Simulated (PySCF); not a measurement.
**Exercise with solution: chemical shift, span and skew from a shielding tensor**

C2H4ClFOSi, SMILES CC(=O)[Si@@H](F)Cl. Atoms are numbered in the order given.

```xyz
10

C     -2.1815    -0.5734    -0.3609
C     -1.0333    -0.7143     0.6062
O     -1.1641    -1.0646     1.7613
Si     0.7481    -0.2716     0.0266
F      0.9989    -0.8852    -1.4580
Cl     0.8656     1.7873    -0.1129
H     -2.2296     0.4706    -0.7154
H     -3.1277    -0.8547     0.1228
H     -1.9986    -1.2003    -1.2499
H      1.7790    -0.7865     0.9490
```
Charge 0, spin multiplicity 1.

Geometry optimised at B3LYP-D3(BJ)/def2-SVP. The structure was generated by enumeration; whether it is a known compound was not checked. One conformer was computed; it need not be the lowest.

GIAO shieldings from KT2/pcSseg-1 in PySCF, non-relativistic, no solvent. The symmetric part of the tensor of F5 has the principal values 260.2, 318.6, 359.2 ppm. The same nucleus in CFCl3 has σ = 127.1 ppm at this level (PySCF, at its B3LYP-D3(BJ)/def2-TZVP geometry). Without spin–orbit terms, shifts of atoms bonded to Cl or Br come out too high.

Work out the isotropic shielding, the ¹⁹F shift against CFCl3, the span and the skew.


σ(iso) = (σ11 + σ22 + σ33)/3 = 312.7 ppm. δ = σ(ref) − σ(iso) = 127.1 − (312.7) = -185.6 ppm.
Span Ω = σ33 − σ11 = 99.0 ppm. Skew κ = 3(σ(iso) − σ22)/Ω = -0.18. Tumbling in solution averages the tensor to δ; in a static solid the shielding alone would spread this spin-1/2 line over Ω.
